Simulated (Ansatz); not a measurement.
`O[SiH2]C(O)Cl`. The species carries charge 0 and has multiplicity 1.

Cartesian coordinates in Å:
```
O -1.193 0.368 1.754
Si -0.626 -0.647 0.598
C 0.695 0.244 -0.439
O 1.089 -0.552 -1.488
Cl -0.114 1.791 -1.021
H -1.533 1.210 1.444
H -1.667 -1.099 -0.358
H -0.012 -1.790 1.313
H 1.534 0.619 0.152
H 1.827 -0.144 -1.954
```

(1) What are the harmonic wavenumbers in cm⁻¹ at PBE0-D4/def2-TZVP (Ansatz, finite differences of forces, unscaled)? (Best estimate.)

(2) Is this a minimum?

(3) Give the ideal-gas thermochemistry at 298.15 K and 1 bar (rigid rotor, harmonic oscillator; point group C1, symmetry number 1).

(4) And at 400, 500, 600, 800 and 1000 K?

(5) Rotational constants (cm⁻¹)?

Answers

(1) Ansatz gave: 82, 130, 235, 283, 329, 363, 444, 517, 666, 729, 750, 842, 900, 922, 962, 1123, 1170, 1262, 1409, 2242, 2257, 3072, 3819, 3896.

(2) Yes, all 24 modes are real.

(3) Zero-point energy 169.9 kJ/mol; H(298) − E = 190.9 kJ/mol; entropy 347.6 J/(mol·K), of which translation 167.8, rotation 114.8, vibration 65.0; G(298) − E = 87.2 kJ/mol. Modes under 100 cm⁻¹ are hindered rotations or soft bends, so the harmonic entropy is rough.

(4) 
| T (K) | H − E (kJ/mol) | S (J/mol/K) | G − E (kJ/mol) |
| --- | --- | --- | --- |
| 400 | 203.1 | 382.9 | 50.0 |
| 500 | 217.0 | 413.8 | 10.1 |
| 600 | 232.3 | 441.6 | -32.7 |
| 800 | 265.8 | 489.6 | -126.0 |
| 1000 | 302.1 | 530.1 | -228.0 |

(5) 0.136, 0.07821, 0.05306.
